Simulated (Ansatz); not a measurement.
BiI3, relaxed as a singlet with RKS PBE-D4/def2-SVP in Ansatz, starting from the GFN2-xTB geometry. Force threshold 0.02 eV/Å.

In the def2 sets Bi, I take a core potential; there is no spin–orbit coupling.

Start:

```xyz
4

Bi    0.5854    0.1431    0.8612
I     1.5311    0.9490   -1.6293
I    -1.9242    1.3264    0.6611
I    -0.1923   -2.4185    0.1069
```

```tsv
step	energy (eV)	largest force component (eV/Å)	SCF passes
1	-30146.8104	0.639	22
2	-30146.8827	0.342	32
3	-30146.9037	0.050	26
4	-30146.9043	0.002	27
```

Force components are those of the run's own axes.

End:

```csv
atom,x (Å),y (Å),z (Å)
Bi1,0.538,0.132,0.791
I2,1.644,1.009,-1.681
I3,-2.006,1.407,0.738
I4,-0.177,-2.548,0.152
```

By distances, no bond broke or formed. The bond that changes most is Bi1–I4, from 2.78 to 2.85 Å (atoms count from 1).

No frequencies were taken in this run, so the end may be a saddle point.

Hardware: 4 threads of Arm Neoverse V1 on a shared host. Wall time 6 s.
